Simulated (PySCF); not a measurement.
An unknown gives this computed stick spectrum. The calculation used TDDFT CAM-B3LYP/def2-SVPD, vertical, gas phase, core orbitals frozen in the response in PySCF. Geometries: GFN2-xTB, one conformer each.

| state | E (eV) | f |
| --- | --- | --- |
| S1 | 5.73 | 0.0009 |
| S2 | 6.01 | 0.0007 |
| S3 | 6.08 | 0.0012 |
| S4 | 6.16 | 0.0030 |
| S5 | 6.39 | 0.0047 |
| S6 | 6.51 | 0.0020 |
| S7 | 6.72 | 0.076 |
| S8 | 6.95 | 0.036 |

Triplets computed (Tamm–Dancoff): 4.93, 5.07, 5.29 eV.

Question: Which candidate is it? All have the formula C5H6FNSi.
A. `N#CC(/C=C\F)=C/[SiH3]`
B. `[H]/N=C/[C@H]1[C@H](F)[Si@H]1C#C`
C. `C#C[Si@](N)(F)C#CC`

Answer: C. Its S1, at 5.73 eV, is the highest among the candidates; the nearest of the others has S1 at 5.11 eV. S1 is HOMO→LUMO (54%), HOMO-1→LUMO (16%). Löwdin shares by element: HOMO carbon 48% or more, nitrogen 33% (atoms not listed hold the other 19%); LUMO carbon 49% or more, silicon 20% (atoms not listed hold the other 32%). At the same level the other candidates give, for their lowest levels:
- `[H]/N=C/[C@H]1[C@H](F)[Si@H]1C#C`: 5.11 eV (f 0.031); 5.40 eV (f 0.002); 5.51 eV (f 0.202); 6.03 eV (f 0.002); 6.06 eV (f 0.042); T1 4.10 eV; HOMO -8.28, LUMO -0.07 eV
- `N#CC(/C=C\F)=C/[SiH3]`: 5.08 eV (f 0.513); 6.00 eV (f 0.002); 6.37 eV (f 0.078); 6.47 eV (f 0.002); 6.72 eV (f 0.006); T1 2.80 eV; HOMO -8.72, LUMO -1.27 eV

Conformer computed: `[CH:1]#[C:2][Si@:3]([NH2:4])([F:5])[C:6]#[C:7][CH3:8]`: H–N4–Si3–C2 -157°, H–N4–Si3–C2 59°.
